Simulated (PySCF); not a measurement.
B (boron, neutral) across methods

[He] 2s2 3s1, 2S determinant (an excited configuration). Computed with PySCF 2.14 in aug-cc-pVDZ (4s3p2d, 23 functions), with no relativity, point nucleus. The B2PLYP total includes its PT2 part (frozen core); its orbital energies are those of the SCF part.

```
 method  E (hartree)  mean ε 2s α (eV)  mean ε 2s β (eV)  mean ε 3s α (eV)  Σ⟨r²⟩ (bohr²)   ⟨S²⟩
    UHF    -24.34294           -18.713           -18.386            -2.939          43.67  0.750
 r2SCAN     -24.4298           -14.586           -14.504            -1.803          43.66  0.750
  B3LYP     -24.4603           -15.430           -15.305            -2.009          43.11  0.750
 B2PLYP     -24.4357           -16.798           -16.596            -2.334          43.30  0.750
LC-wPBE     -24.4203           -18.645           -18.490            -3.307          43.45  0.750
    LDA     -24.1536           -14.270           -14.129            -1.735          43.07  0.750
    PBE     -24.4111           -14.371           -14.252            -1.839          43.44  0.750
   PBE0     -24.4192           -15.663           -15.510            -2.203          43.47  0.750
  M06-L     -24.4413           -14.446           -14.464            -1.783          44.12  0.751
```

The outer electron is Rydberg-like, and this basis confines it to a smaller radius and binds it less than a complete one would.
